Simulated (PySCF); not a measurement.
Excitation energy of Sn⁺ by level of theory

Sn⁺ [Kr] 4d10 5s2 5p1 (2P) → Sn⁺ [Kr] 4d10 5s1 5p2 (4P), as a difference of total energies. Computed with PySCF 2.14 in ANO-RCC-VTZP, with the spin-free X2C one-electron Hamiltonian (Gaussian nucleus). Correlated levels: valence and next inner shell: [Ar] 3d10 frozen. The calculations carry no spin-orbit coupling.

```
                                method  excitation energy (eV)
                                   UHF                   4.236
    MP2 (valence and next inner shell)                   5.822
SCS-MP2 (valence and next inner shell)                   5.905
   CCSD (valence and next inner shell)                   5.621
CCSD(T) (valence and next inner shell)                   5.725
```

Errors of the correlated levels include the incompleteness of this basis and the frozen core.

**Question.** Which method comes closest to the reference value, and which is furthest?

**Answer.** The reference is 5.753 eV (measured; NIST levels, between the centres of gravity of the two terms). Closest: CCSD(T) (valence and next inner shell) (error -0.028 eV); furthest: UHF (error -1.517 eV).
